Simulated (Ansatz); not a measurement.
B(CN)3 (BC3N3), relaxed as a singlet with RKS B3LYP-D4/def2-SVP in Ansatz, starting from the GFN2-xTB geometry. Force threshold 0.02 eV/Å.

Start:

| atom | x (Å) | y (Å) | z (Å) |
| --- | --- | --- | --- |
| B1 | -0.0018 | -0.0010 | 0.0002 |
| C2 | 0.7145 | -0.7093 | 1.1342 |
| N3 | 1.2568 | -1.2453 | 1.9913 |
| C4 | -1.3439 | 0.6618 | 0.2452 |
| N5 | -2.3573 | 1.1667 | 0.4297 |
| C6 | 0.6278 | 0.0453 | -1.3787 |
| N7 | 1.1038 | 0.0818 | -2.4219 |

Question: Estimate the energy that the relaxation releases and the steps that it takes.

Answer: 5.1 kJ/mol, in 4 steps; 8 s on 2 threads of AMD EPYC 7R13 on a shared host. No frequencies were taken in this run, so the end may be a saddle point.

Question: Does the start keep its bonding and symmetry?

Answer: By distances, no bond broke or formed. The bond that changes most is C4–N5, from 1.15 to 1.16 Å (atoms count from 1). Point group D3h at the start, D3h at the end, both within 0.05 Å.

Question: Predict the relaxed structure.

Answer: 
```tsv
atom	x (Å)	y (Å)	z (Å)
B1	0.000	-0.001	0.000
C2	0.720	-0.715	1.145
N3	1.268	-1.258	2.014
C4	-1.354	0.668	0.247
N5	-2.382	1.178	0.435
C6	0.633	0.046	-1.391
N7	1.114	0.083	-2.449
```
Bond lengths: 3 × B–C 1.53 Å; 3 × C–N 1.16 Å.
